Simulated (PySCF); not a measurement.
C7H7FN (doublet state).
Structure used (GFN2-xTB), in Å, numbered top down from 1:
```xyz
16
C7H7FN angstrom
C     -2.4661   -0.1141    0.0109
C     -0.9830    0.0147    0.0022
C     -0.3359    1.2472    0.1525
C      1.0277    1.3467    0.1549
C      1.8599    0.1906    0.0024
N      3.1505    0.3604    0.0094
C      1.1925   -1.0714   -0.1487
C     -0.1703   -1.1210   -0.1435
F     -0.7818   -2.3197   -0.2901
H     -2.9419    0.8438   -0.1804
H     -2.8004   -0.4782    0.9843
H     -2.7915   -0.8399   -0.7326
H     -0.9411    2.1348    0.2675
H      1.5266    2.2951    0.2699
H      3.6768   -0.5036   -0.1034
H      1.7705   -1.9765   -0.2668
```

The hyperfine couplings belong to this conformer and change with its torsions.

Identity: `Cc1ccc([NH])cc1F` [radical].

Computed, not measured: UKS B3LYP, pcH-1 on C F H N, non-relativistic, mean-field spin-orbit, GIAO in PySCF. The structure is a single GFN2-xTB conformer in the gas phase; no vibrational or solvent corrections. The geometry wasn't refined by DFT: couplings that depend on bond lengths, twists or pyramidal angles can differ widely from those at the functional's own minimum. No stability test was run, so a lower SCF solution isn't excluded. ⟨S²⟩ is 0.787 where a pure state has 0.75.

What is the g tensor, term by term?

```json
{"Δg (ppm)": "relativistic mass correction", "1": "-177", "2": "-177", "3": "-177"}
{"Δg (ppm)": "gauge correction", "1": "-20", "2": "35", "3": "34"}
{"Δg (ppm)": "orbital Zeeman/spin–orbit", "1": "9", "2": "890", "3": "2751"}
{"Δg (ppm)": "total", "1": "-188", "2": "748", "3": "2608"}
```

So g = 2.00213, 2.00307, 2.00493 and g_iso = 2.00338; the tensor is rhombic: the two nearest values differ by 33 % of g3 − g1. Axes: g2 points within 4° of the C4–H14 bond.

What effective moment and Curie constant follow for a powder?

With the mean of g² = 4.0135 and S(S+1) = 0.75: μ_eff = √(⟨g²⟩S(S+1)) = 1.735 μB and χT = 0.12505·⟨g²⟩·S(S+1) = 0.376 cm³ K/mol (cgs; spin-Hamiltonian part alone).

Average each term over the three axes. Which is largest in size?

The orbital-Zeeman/spin–orbit term 1217, the mass correction -177 and the gauge correction 16 ppm, for a total of 1056 ppm. The orbital-Zeeman/spin–orbit term is the largest in size. The mass correction is the same along every axis, so the anisotropy comes from the other two: their spans along these axes are 55 (gauge) and 2742 ppm (orbital Zeeman/spin–orbit).

At 9.327 GHz, how far is the centre of the isotropic spectrum from where a free electron (g = 2.002319) resonates?

B = hν/(g μB) with μB/h = 13.99624 MHz/mT gives 332.81 mT for the free electron and 332.64 mT at g_iso, 0.18 mT lower.

In a frozen sample, at which fields do the three g values resonate at 9.5, 34, 94 and 263 GHz (hyperfine left aside), and which band first spreads them over more than twice a line width of 0.5 mT?

| band | GHz | B(g3) mT | B(g2) mT | B(g1) mT | spread mT |
| --- | --- | --- | --- | --- | --- |
| X | 9.5 | 338.54 | 338.86 | 339.02 | 0.47 |
| Q | 34.0 | 1211.63 | 1212.75 | 1213.32 | 1.69 |
| W | 94.0 | 3349.79 | 3352.90 | 3354.47 | 4.68 |
| J | 263.0 | 9372.29 | 9380.99 | 9385.38 | 13.09 |

The spread grows in proportion to the frequency. Q band is the first where it exceeds 1.0 mT.

Largest spin populations (Mulliken): N6 (+0.56), C2 (+0.35), C4 (+0.31) and C7 (+0.27). Four atoms exceed +0.15. The positive populations add up to 1.53 and the negative ones to -0.53, together 2S = 1.

The HOMO–LUMO gaps are 5.22 eV among the α and 3.97 eV among the β orbitals.
